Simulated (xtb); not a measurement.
CH₃O (SMILES C[O]), doublet, at a GFN2-xTB geometry, atoms displaced at random by about 0.05 Å a coordinate. Base run: xtb with GFN1-xTB.

Here is a job for xtb.
```
$ xtb mol.xyz --gfn 1 --uhf 1 --opt --json

# file mol.xyz
5

C      0.02218980    -0.58426080    -0.01533733
O     -0.05732797     0.88695128     0.07634007
H      1.06936013    -0.91279514     0.03277029
H     -0.39740193    -1.00050778     0.88778164
H     -0.45564243    -0.98370370    -0.93544300
```

Variants of this job, named by their change:

```
change               ΔE vs base (µEh)  optimiser steps
-------------------  ----------------  ---------------
base                              0.0                8
opt level = sloppy               44.6                5
opt level = lax                   1.4                7
opt level = loose                10.3                6
opt level = vtight               -0.2               10
alpb = ch2cl2                   -9038                7
opt level = crude                44.6                5
engine = lbfgs                   -0.1                -
opt level = extreme              -0.4               13
engine = inertial                 4.6                -
```
